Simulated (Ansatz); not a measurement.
`C[O][AlH][N](C)C` + H₂ → `C[N](C)[AlH2]` + CH₃OH at 400 K and 1 bar (hydrogenolysis of the Al–O bond).

Calculated with Ansatz (gas phase, PBE0-D4/def2-TZVP geometries, no zero-point term in ΔE). CBS: MP2 limit from def2 TZ/QZ plus the TZ coupled-cluster correction, frozen cores. This one scheme is used for every species. Each species was taken in one conformer, which may not be the lowest.

```
           species  CCSD(T)/CBS energy (Eh)  H − E (kJ/mol)  S (J/(mol·K))
`C[O][AlH][N](C)C`               -492.12441           387.9          442.0
                H₂                 -1.17544            38.0          139.0
   `C[N](C)[AlH2]`               -377.63984           282.2          345.7
             CH₃OH               -115.61712           151.2          252.6
```

H − E and S are ideal-gas, rigid-rotor, harmonic terms from PBE0-D4/def2-TZVP, for one conformer and one mirror image of each species. For small species the MP2-based limit differs from directly extrapolated CCSD(T) by up to some mEh (0.8 for H₂); such offsets cancel only in part. 1 Eh = 2625.50 kJ/mol, R = 8.31446 J/(mol·K).

Problem. By hand: ΔE, ΔH, ΔS and ΔG.

Solution. ΔE = (-377.63984) + (-115.61712) − (-492.12441) − (-1.17544) = 0.04289 Eh = 112.6 kJ/mol. Δ(H − E) = 282.2 + 151.2 − 387.9 − 38.0 = 7.5, so ΔH = 120.1 kJ/mol. ΔS = 345.7 + 252.6 − 442.0 − 139.0 = 17.3 J/(mol·K). ΔG = 120.1 − 400 × (17.3)/1000 = 113.2 kJ/mol.

Problem. By hand: the equilibrium constant, and the temperature at which ΔG would vanish if ΔH and ΔS stayed fixed.

Solution. log₁₀ K = −ΔG/(RT ln 10) = -14.8. ΔG = 0 at ΔH/ΔS = 6942 K, far beyond where these terms or the molecules hold.

ΔH outweighs TΔS. A doubt of 5 kJ/mol in ΔE shifts log₁₀ K by 0.7 here. Other conformers and mirror images would add mixing entropy, several J/(mol·K) or more a flexible species. These are equilibria of isolated gas molecules and say nothing of rates. Largest T1 diagnostic: 0.012 (customary marks: 0.02 for closed shells, 0.045 for open ones).
